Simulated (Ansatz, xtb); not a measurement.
Molecule: sum formula H$_{2}$PO$_{2}$, charge 0, multiplicity 2. It need not be the lowest isomer of its formula. 
Geometry from a B3LYP-D3(BJ)/def2-TZVP (Ansatz, an electronic-structure program) optimisation:
```
P
O 1 1.6322
H 2 0.9675 1 113.79
O 1 1.6617 2 97.67 3 -33.44
H 4 0.9647 1 112.20 2 160.35
```
Charge 0, spin multiplicity 2.

Harmonic wavenumbers from GFN2-xTB (xtb, at its own minimum), cm⁻¹: 207, 361, 372, 773, 830, 896, 981, 3562, 3664.

Question: Give the harmonic wavenumbers at B3LYP-D3(BJ)/def2-TZVP (Ansatz, finite differences of forces, unscaled).

Answer: 181, 228, 386, 791, 833, 943, 1004, 3753, 3808 cm⁻¹. Zero-point energy 17.0 kcal/mol.

Question: From these and the geometry, give the ideal-gas thermochemistry at 298.15 K and 1 atm (rigid rotor, harmonic oscillator).

Answer: Point group C1, rotational symmetry number 1. Rotational constants 24.53, 9.204, 6.746 GHz. S(trans) 38.43, S(rot) 22.87, S(vib) 5.83, S(elec, spin only) 1.38, S 68.5 cal/(mol K). H(298) - H(0) 3.41 kcal/mol; G - E(el) 0.0 kcal/mol.
